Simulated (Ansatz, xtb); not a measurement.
# Ranking isomers of C4H10O2S

5 gas-phase structures of C4H10O2S, from a drawn sample of its isomers (lower ones may exist). Each was relaxed with GFN2-xTB; where two conformers were screened, the lower at r2SCAN-D4/def2-SVP//GFN2-xTB is listed:

A. `CO[C@@H](C)[S@@](C)=O`, a singlet
B. `COC(C)(C)[SH]=O`, a singlet
C. `COC(CS)OC`, a singlet
D. `COC(OC)SC`, a singlet
E. `CCCS(C)(=O)=O`, a singlet

Question: Which do you expect lowest at r2SCAN-D4/def2-SVP//GFN2-xTB, and how would the others follow?

Answer: Calculated order at r2SCAN-D4/def2-SVP//GFN2-xTB: C (0.0), D (2.5), E (17.7), A (24.5), B (26.6) kcal/mol. CCSD(T)/def2-SVP + ΔMP2/def2-TZVPP after further relaxation puts E lowest instead.

Energies above the lowest of each column, in kcal/mol; the last columns are at r2SCAN-D4/def2-SVP geometries and were run for some of them only (a dash: not run or not comparable):

```json
{"structure": "C", "GFN2-xTB": "1.2", "HF/STO-3G": "5.2", "r2SCAN-D4/def2-SVP//GFN2-xTB": "0.0", "r2SCAN-D4/def2-SVP": "0.0", "CCSD(T)/def2-SVP + ΔMP2/def2-TZVPP": "9.7"}
{"structure": "D", "GFN2-xTB": "0.0", "HF/STO-3G": "0.0", "r2SCAN-D4/def2-SVP//GFN2-xTB": "2.5", "r2SCAN-D4/def2-SVP": "2.4", "CCSD(T)/def2-SVP + ΔMP2/def2-TZVPP": "12.5"}
{"structure": "E", "GFN2-xTB": "3.5", "HF/STO-3G": "237.6", "r2SCAN-D4/def2-SVP//GFN2-xTB": "17.7", "r2SCAN-D4/def2-SVP": "15.0", "CCSD(T)/def2-SVP + ΔMP2/def2-TZVPP": "0.0"}
{"structure": "A", "GFN2-xTB": "9.0", "HF/STO-3G": "108.4", "r2SCAN-D4/def2-SVP//GFN2-xTB": "24.5", "r2SCAN-D4/def2-SVP": "–", "CCSD(T)/def2-SVP + ΔMP2/def2-TZVPP": "–"}
{"structure": "B", "GFN2-xTB": "10.5", "HF/STO-3G": "116.2", "r2SCAN-D4/def2-SVP//GFN2-xTB": "26.6", "r2SCAN-D4/def2-SVP": "–", "CCSD(T)/def2-SVP + ΔMP2/def2-TZVPP": "–"}
```

CCSD(T)/def2-SVP + ΔMP2/def2-TZVPP puts E lowest of those it was run on; GFN2-xTB picks D, HF/STO-3G picks D, r2SCAN-D4/def2-SVP//GFN2-xTB picks C, r2SCAN-D4/def2-SVP picks C. CCSD(T)/def2-SVP + ΔMP2/def2-TZVPP orders those it was run on as E (0.0), C (9.7), D (12.5) kcal/mol. Flexible structures stand in one conformer each, not always the lowest. Frequencies (GFN2-xTB) were run for C, D, E alone. The ΔMP2 step shifts differences by up to 37.2 kcal/mol, which makes them less sure. ΔMP2 is the change of the MP2 energy from the smaller to the larger basis.

Over these structures GFN2-xTB departs from r2SCAN-D4/def2-SVP//GFN2-xTB by 7.0 kcal/mol on average once a common shift is removed. A GFN2-xTB relaxation took about 0.082 s and the r2SCAN-D4/def2-SVP//GFN2-xTB energy about 2 s on a shared host (Ansatz 0.2.0, xtb 6.7.1).
